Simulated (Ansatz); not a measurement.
`COB(C)S`. Charge 0, multiplicity 1. Geometry: relaxed with PBE0-D4/def2-TZVP. It is one conformer, not always the lowest.

```xyz
12

C     1.490    1.219    0.770
O     0.929   -0.045    0.479
B    -0.266   -0.189   -0.137
C    -0.807   -1.631   -0.420
S    -1.195    1.316   -0.611
H     2.443    1.052    1.270
H     1.661    1.791   -0.146
H     0.835    1.795    1.430
H    -1.778   -1.790    0.059
H    -0.959   -1.791   -1.491
H    -0.116   -2.393   -0.054
H    -2.236    0.666   -1.150
```

What is the dipole moment at r2SCAN/def2-TZVPP? (Estimate.)

Ansatz gave: 0.11 D, with components (0.10, 0.00, 0.05) D in this frame, pointing from negative to positive charge.

And with PBE, B3LYP, ωB97M-V? (Best estimate.)

Ansatz gave: PBE 0.15 D, B3LYP 0.15 D, ωB97M-V 0.15 D.

Give the Mulliken charges with r2SCAN, B3LYP, ωB97M-V in def2-TZVPP. (Estimate.)

Ansatz gave: 
| atom | r2SCAN | B3LYP | ωB97M-V |
| --- | --- | --- | --- |
| C1 | 0.00 | -0.14 | -0.20 |
| O2 | -0.31 | -0.29 | -0.29 |
| B3 | 0.30 | 0.28 | 0.24 |
| C4 | -0.27 | -0.34 | -0.38 |
| S5 | -0.23 | -0.25 | -0.22 |
| H6 | 0.07 | 0.12 | 0.13 |
| H7 | 0.07 | 0.11 | 0.13 |
| H8 | 0.07 | 0.11 | 0.13 |
| H9 | 0.07 | 0.10 | 0.12 |
| H10 | 0.07 | 0.10 | 0.12 |
| H11 | 0.07 | 0.11 | 0.11 |
| H12 | 0.10 | 0.11 | 0.11 |

B3LYP here is the variant with VWN-RPA as its local correlation; programs differ in this.
